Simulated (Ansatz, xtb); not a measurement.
## Relative energy of two isomers of C2H4BFO

We compare a, `B[C@@H]1O[C@@H]1F`, a singlet, with b, `B[C@@]1(F)CO1`, a singlet. Both are isolated molecules in the gas phase, relaxed with PBE-D3(BJ)/def2-SVP; the shapes shown needn't be the lowest conformers.

a (Å):

```yaml
atoms:
  - { symbol: C, position_ang: [0.6346, 1.8475, 0.1948] }
  - { symbol: C, position_ang: [0.3750, 1.2228, 1.5353] }
  - { symbol: B, position_ang: [-0.5237, 1.9684, -0.8222] }
  - { symbol: F, position_ang: [-0.8703, 0.7782, 1.8618] }
  - { symbol: O, position_ang: [1.0742, 0.4905, 0.6282] }
  - { symbol: H, position_ang: [-1.1787, 0.9997, -1.1408] }
  - { symbol: H, position_ang: [-0.7768, 3.0657, -1.2821] }
  - { symbol: H, position_ang: [1.4682, 2.5776, 0.1930] }
  - { symbol: H, position_ang: [0.8984, 1.5846, 2.4444] }
```

b (Å):

```xyz
9

C     0.1099    1.3676   -0.1211
C     0.5966    0.7726    1.1780
B    -0.4708    2.8001   -0.0349
F     0.8372    1.0130   -1.2249
O    -0.5343    0.2680    0.4902
H    -1.2556    3.0405    0.8575
H    -0.0666    3.6720   -0.7739
H     1.5301    0.1853    1.0827
H     0.4071    1.2524    2.1570
```

Task: Which of the two would you expect CCSD(T)/def2-SVP + ΔMP2/def2-TZVPP electronic energies to favour?

Result: Too close to call at this level: CCSD(T)/def2-SVP + ΔMP2/def2-TZVPP gives E(b) − E(a) = +1.77 kcal/mol.

How the difference moves with the method:

```
                             level             geometry  E(b) − E(a) (kcal/mol)  departure from the last row (kcal/mol)  job, with rough time for the two
                          GFN2-xTB             GFN2-xTB                     +0.28                                   −1.48              optimisation, 0.12 s
                         HF/STO-3G             GFN2-xTB                     +0.16                                   −1.61               single point, 0.2 s
                r2SCAN-D4/def2-SVP             GFN2-xTB                     +2.17                                   +0.40               single point, 1.4 s
               PBE-D3(BJ)/def2-SVP  PBE-D3(BJ)/def2-SVP                     +2.02                                   +0.25                optimisation, 13 s
                       HF/def2-SVP  PBE-D3(BJ)/def2-SVP                     +2.81                                   +1.05           part of the CCSD(T) run
                      MP2/def2-SVP  PBE-D3(BJ)/def2-SVP                     +2.83                                   +1.06           part of the CCSD(T) run
                  CCSD(T)/def2-SVP  PBE-D3(BJ)/def2-SVP                     +2.63                                   +0.87                      single point
CCSD(T)/def2-SVP + ΔMP2/def2-TZVPP  PBE-D3(BJ)/def2-SVP                     +1.77                                                        single point, 12 s
```

As drawn, both hold the same kinds of bond in the same numbers.

GFN2-xTB, HF/STO-3G find them nearly level. The largest departure from CCSD(T)/def2-SVP + ΔMP2/def2-TZVPP is that of HF/STO-3G, 1.61 kcal/mol. The last row adds to CCSD(T) the change of the MP2 difference between the two basis sets, here −0.87 kcal/mol.

With harmonic frequencies from PBE-D3(BJ)/def2-SVP (ideal gas, rigid rotor, one conformer each, 298.15 K, 1 atm): the zero-point term adds −0.32 kcal/mol; ΔH is +1.49 and ΔG +1.43 kcal/mol.

The correlated steps freeze 5 core orbitals. Codes used: Ansatz 0.2.0, xtb 6.7.1; the last row on 2 threads of Intel(R) Xeon(R) 6975P-C (Granite Rapids) on a shared host.
